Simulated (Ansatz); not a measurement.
One change: `FC#[C][AlH2]` becomes `BC#CF`.

Ansatz, PBE0-D4/def2-TZVP geometries, multiplicity 1. 

```
                                           property  `FC#[C][AlH2]`
vertical ionisation energy (CCSD(T)/CBS(def2)) / eV           10.72
               HOMO–LUMO gap (PBE0/def2-TZVPP) / eV            6.18
                 HOMO energy (PBE0/def2-TZVPP) / eV           -7.95
     size of the dipole moment (PBE/def2-TZVPP) / D            0.41
            HOMO–LUMO gap (ωB97M-V/def2-TZVPP) / eV           10.04
              HOMO–LUMO gap (B3LYP/def2-TZVPP) / eV            5.74
```

(1) Give the same properties after the change, and the shifts. (An estimate is asked.)

Results:

(1) Ansatz gave: 
```tsv
property	`BC#CF`	shift
vertical ionisation energy (CCSD(T)/CBS(def2)) / eV	10.82	0.10
HOMO–LUMO gap (PBE0/def2-TZVPP) / eV	5.75	-0.43
HOMO energy (PBE0/def2-TZVPP) / eV	-7.96	-0.01
size of the dipole moment (PBE/def2-TZVPP) / D	0.95	0.54
HOMO–LUMO gap (ωB97M-V/def2-TZVPP) / eV	9.99	-0.05
HOMO–LUMO gap (B3LYP/def2-TZVPP) / eV	5.33	-0.41
```

Dipoles are sizes alone; their direction can turn.

B3LYP here is the variant with VWN-RPA as its local correlation; programs differ in this.
